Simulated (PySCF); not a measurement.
Ge(F)(OH)2(NH2) (FGeH₄NO₂), SMILES [NH2][Ge]([OH])([OH])[F].

Geometry optimised at PBE0-D3(BJ)/def2-SVP. The structure was generated by enumeration, and PubChem lists no compound with its InChIKey, so it may never have been made. One conformer was computed; it need not be the lowest.

Calculation: TDDFT-B3LYP/def2-SVPD run with PySCF.

Vertical excitations. Isolated molecule, no solvent.

Computed excitation energies, oscillator strengths and character:
```
state  energy (eV)  λ (nm)      f                          main pairs
-----  -----------  ------  -----  ----------------------------------
S1            6.28     198  0.051                      HOMO→LUMO 98 %
S2            7.20     172  0.005                    HOMO−1→LUMO 97 %
S3            7.59     163  0.074                    HOMO−2→LUMO 96 %
S4            7.82     159  0.007                    HOMO→LUMO+2 94 %
S5            8.12     153  0.010                    HOMO→LUMO+1 83 %
S6            8.30     149  0.131                    HOMO−3→LUMO 84 %
S7            8.42     147  0.019                    HOMO→LUMO+3 80 %
S8            8.44     147  0.069                    HOMO−4→LUMO 86 %
S9            8.78     141  0.011                  HOMO−1→LUMO+1 88 %
S10           8.83     140  0.003  HOMO→LUMO+4 64 %, HOMO→LUMO+5 31 %
T1            5.90     210      0                      HOMO→LUMO 94 %
T2            6.85     181      0                    HOMO−1→LUMO 92 %
T3            7.14     174      0                    HOMO−2→LUMO 89 %
T4            7.58     164      0                    HOMO→LUMO+2 81 %
```
Triplets are in the Tamm–Dancoff approximation, which puts them higher than full response would, so one can lie above its singlet here.
